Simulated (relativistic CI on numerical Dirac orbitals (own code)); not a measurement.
Calculated at this level of theory: Dirac-Coulomb-Breit CI, orbitals from a KLI potential per configuration, model QED (radiative potential, 1s self-energy scaled to tabulated hydrogen-like ionisation energies), unscaled Slater integrals (own radial code, finite nucleus).

The strongest absorption lines from the ground level of an ion, among the configurations computed and to levels below about 344 eV (vacuum wavelength in nm, gf): 4.9840 (0.056), 5.0078 (0.035), 6.8326 (0.13), 6.9183 (0.088), 32.302 (1), 37.440 (0.44).

Question: Which ion is it?
A. Ru XVI
B. Ru XIV
C. Pd XVIII
D. Cd XX

Answer: A. Ru XVI has 29 electrons and the ground level 3d¹⁰4s ²S1/2; the strongest line goes to 3d¹⁰4p ²P°3/2. The pattern of lines fixes the number of electrons, and along that sequence the line energies rise steadily with the charge (about as its square where n changes within one kind of shell, about linearly where n is kept but much faster in heavy ions where fine structure, which grows about as Z⁴, sets the gap, and irregularly where shells cross), which fixes Z. Configurations outside the model, such as inner-shell arrays, can give stronger lines. At this charge energies of transitions that change n are usually good to better than 1 %, and those within a shell (Δn = 0) to a few per cent.

LS names give the leading component of a level, which can be under half, so a name can repeat, a term be missing and a line seem to break the LS rules.
